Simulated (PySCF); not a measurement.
Si(All)(Cl)2(F) (C₃H₅Cl₂FSi), SMILES C=CC[Si](F)(Cl)Cl.

Geometry: PBE-D3(BJ)/def2-SVP. The values are those of a single conformer.

Method: PBE-D3(BJ)/def2-SVP run with PySCF.

Frequencies are harmonic and unscaled.

```json
[
 {"mode": "1", "ν (cm⁻¹)": "44", "IR (km/mol)": "0.1", "moving atoms (share of kinetic energy)": "C 46 %, Cl 26 %, H 24 %"},
 {"mode": "2", "ν (cm⁻¹)": "53", "IR (km/mol)": "0.2", "moving atoms (share of kinetic energy)": "C 49 %, Cl 30 %, H 18 %"},
 {"mode": "3", "ν (cm⁻¹)": "125", "IR (km/mol)": "0.2", "moving atoms (share of kinetic energy)": "Cl 31 %, C 28 %, H 24 %, F 15 %"},
 {"mode": "4", "ν (cm⁻¹)": "162", "IR (km/mol)": "0.2", "moving atoms (share of kinetic energy)": "Cl 43 %, C 23 %, F 17 %, H 13 %"},
 {"mode": "5", "ν (cm⁻¹)": "178", "IR (km/mol)": "1.3", "moving atoms (share of kinetic energy)": "Cl 43 %, C 20 %, F 14 %, H 13 %, Si 9 %"},
 {"mode": "6", "ν (cm⁻¹)": "246", "IR (km/mol)": "11.0", "moving atoms (share of kinetic energy)": "F 48 %, Cl 31 %, Si 9 %, C 9 %"},
 {"mode": "7", "ν (cm⁻¹)": "255", "IR (km/mol)": "17.7", "moving atoms (share of kinetic energy)": "F 39 %, Cl 27 %, C 16 %, Si 11 %"},
 {"mode": "8", "ν (cm⁻¹)": "304", "IR (km/mol)": "5.1", "moving atoms (share of kinetic energy)": "C 27 %, Si 26 %, H 21 %, F 18 %, Cl 8 %"},
 {"mode": "9", "ν (cm⁻¹)": "398", "IR (km/mol)": "1.7", "moving atoms (share of kinetic energy)": "H 49 %, C 45 %"},
 {"mode": "10", "ν (cm⁻¹)": "461", "IR (km/mol)": "19.4", "moving atoms (share of kinetic energy)": "Cl 48 %, C 19 %, Si 13 %, H 11 %, F 9 %"},
 {"mode": "11", "ν (cm⁻¹)": "590", "IR (km/mol)": "124.1", "moving atoms (share of kinetic energy)": "Si 52 %, Cl 30 %, H 12 %"},
 {"mode": "12", "ν (cm⁻¹)": "606", "IR (km/mol)": "102.1", "moving atoms (share of kinetic energy)": "H 43 %, C 25 %, Si 25 %"},
 {"mode": "13", "ν (cm⁻¹)": "752", "IR (km/mol)": "68.7", "moving atoms (share of kinetic energy)": "C 37 %, H 34 %, Si 27 %"},
 {"mode": "14", "ν (cm⁻¹)": "766", "IR (km/mol)": "54.7", "moving atoms (share of kinetic energy)": "H 49 %, C 36 %, Si 13 %"},
 {"mode": "15", "ν (cm⁻¹)": "886", "IR (km/mol)": "112.3", "moving atoms (share of kinetic energy)": "F 44 %, Si 36 %, H 14 %"},
 {"mode": "16", "ν (cm⁻¹)": "893", "IR (km/mol)": "51.9", "moving atoms (share of kinetic energy)": "H 59 %, C 24 %, F 9 %"},
 {"mode": "17", "ν (cm⁻¹)": "920", "IR (km/mol)": "8.9", "moving atoms (share of kinetic energy)": "H 56 %, C 43 %"},
 {"mode": "18", "ν (cm⁻¹)": "983", "IR (km/mol)": "10.7", "moving atoms (share of kinetic energy)": "H 91 %, C 9 %"},
 {"mode": "19", "ν (cm⁻¹)": "1012", "IR (km/mol)": "16.2", "moving atoms (share of kinetic energy)": "H 73 %, C 26 %"},
 {"mode": "20", "ν (cm⁻¹)": "1140", "IR (km/mol)": "22.1", "moving atoms (share of kinetic energy)": "H 64 %, C 34 %"},
 {"mode": "21", "ν (cm⁻¹)": "1164", "IR (km/mol)": "15.2", "moving atoms (share of kinetic energy)": "H 60 %, C 40 %"},
 {"mode": "22", "ν (cm⁻¹)": "1270", "IR (km/mol)": "1.3", "moving atoms (share of kinetic energy)": "H 82 %, C 18 %"},
 {"mode": "23", "ν (cm⁻¹)": "1353", "IR (km/mol)": "8.1", "moving atoms (share of kinetic energy)": "H 91 %, C 9 %"},
 {"mode": "24", "ν (cm⁻¹)": "1384", "IR (km/mol)": "6.3", "moving atoms (share of kinetic energy)": "H 83 %, C 17 %"},
 {"mode": "25", "ν (cm⁻¹)": "1667", "IR (km/mol)": "13.3", "moving atoms (share of kinetic energy)": "C 88 %, H 12 %"},
 {"mode": "26", "ν (cm⁻¹)": "2976", "IR (km/mol)": "4.3", "moving atoms (share of kinetic energy)": "H 95 %"},
 {"mode": "27", "ν (cm⁻¹)": "3042", "IR (km/mol)": "0.3", "moving atoms (share of kinetic energy)": "H 91 %, C 9 %"},
 {"mode": "28", "ν (cm⁻¹)": "3073", "IR (km/mol)": "4.3", "moving atoms (share of kinetic energy)": "H 95 %"},
 {"mode": "29", "ν (cm⁻¹)": "3088", "IR (km/mol)": "4.1", "moving atoms (share of kinetic energy)": "H 91 %, C 9 %"},
 {"mode": "30", "ν (cm⁻¹)": "3176", "IR (km/mol)": "5.7", "moving atoms (share of kinetic energy)": "H 89 %, C 11 %"}
]
```
